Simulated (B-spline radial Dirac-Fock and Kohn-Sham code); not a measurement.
# As⁴⁺ 3d5/2: cross section and angular parameters

System: arsenic as As⁴⁺, 1s2 2s2 2p6 3s2 3p6 3d10 4s1; threshold 102.6 eV (orbital energy of the model). Model: Dirac-Hartree-Slater photoionisation with a Latter tail; cross sections with all multipoles, angular parameters from the dipole term and its interference with E2. Program: a radial atomic solver.

For linearly polarised light dσ/dΩ = σ/(4π) [1 + β P₂(cos θ) + (δ + γ cos²θ) sin θ cos φ], with θ from the polarisation vector and φ the angle between the beam and the projection of the electron momentum on the plane normal to the polarisation.

```
hν (eV)   σ (kb)      β       γ      δ
    113     4460  0.182  -0.010  0.007
    123     4520  0.260  -0.011  0.010
    137     4420  0.388  -0.011  0.012
    168     3740  0.618  -0.005  0.016
    210     2740  0.821   0.007  0.020
    225     2430  0.873   0.013  0.021
    231     2320  0.892   0.015  0.022
    305     1350  1.052   0.046  0.027
    574      285  1.212   0.172  0.040
    697      165  1.214   0.232  0.046
    763      126  1.208   0.263  0.049
    800        ?      ?       ?      ?
 1486.9     15.0  1.064   0.537  0.086
   1970     5.63  0.966   0.659  0.112
   2000     5.34  0.960   0.665  0.114
   2340     3.04  0.902   0.730  0.132
   2780     1.61  0.836   0.799  0.155
   2880     1.41  0.822   0.812  0.160
 2984.4     1.24  0.809   0.826  0.166
   4000    0.406  0.701   0.935  0.217
   4430    0.273  0.665   0.972  0.238
   5550    0.112  0.589   1.048  0.291
   6660   0.0532  0.531   1.103  0.340
   6740   0.0507  0.528   1.106  0.344
  12000  0.00447  0.362   1.222  0.546
  13200  0.00296  0.337   1.228  0.587
  15000  0.00170  0.306   1.230  0.646
```

Question: Give the values at 800 eV.

Answer: σ = 109 kb, β = 1.204, γ = 0.280, δ = 0.051.

Values without a named source are computed, but for edge energies of neutral atoms, which are taken from tables.
